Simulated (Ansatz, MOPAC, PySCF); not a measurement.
Pair of molecules: SiH4 (SMILES [SiH4]) (first 5 atoms) with CH5N (SMILES CN); geometry from B3LYP-D3(BJ)/def2-TZVP, rigid monomers moved along the line of their centres of mass till Si1···H12 is 3.67 Å.
(charge 0, multiplicity 1):
```xyz
12

Si    -0.0222    -0.1248    -0.0686
H      0.0412     1.2243     0.5359
H      0.2831    -0.0328    -1.5142
H     -1.3812    -0.6841     0.1101
H      0.9669    -1.0072     0.5893
C      0.7049     0.2845     4.2496
N     -0.6111    -0.2694     3.9409
H      1.2540    -0.4226     4.8731
H      0.5811     1.2000     4.8301
H      1.3286     0.5201     3.3768
H     -0.5347    -1.1351     3.4219
H     -1.1599     0.3723     3.3825
```

Counterpoise-corrected where a basis set is named; no monomer relaxation. Rows marked so take none.

Rows in 3-21G carry no dispersion term and start afresh at each structure. The state that PM3 reach isn't checked.

Codes used: Ansatz (an electronic-structure program) with Gaussian orbitals; MOPAC for PM3 (differences of heats of formation); PySCF for 3-21G rows, the dispersion terms. Each number belongs to the level named beside it.

Question: One of these levels gives 0.20 kcal/mol for the interaction energy. Name it.
(A) B3LYP/def2-TZVPPD
(B) PM3
(C) PBE0-D3(BJ)/def2-TZVPPD
(D) B3LYP/3-21G (no counterpoise)

Answer: A, B3LYP/def2-TZVPPD. The others give -0.34 (PM3), -1.84 (B3LYP/3-21G (no counterpoise)), -1.31 (PBE0-D3(BJ)/def2-TZVPPD)
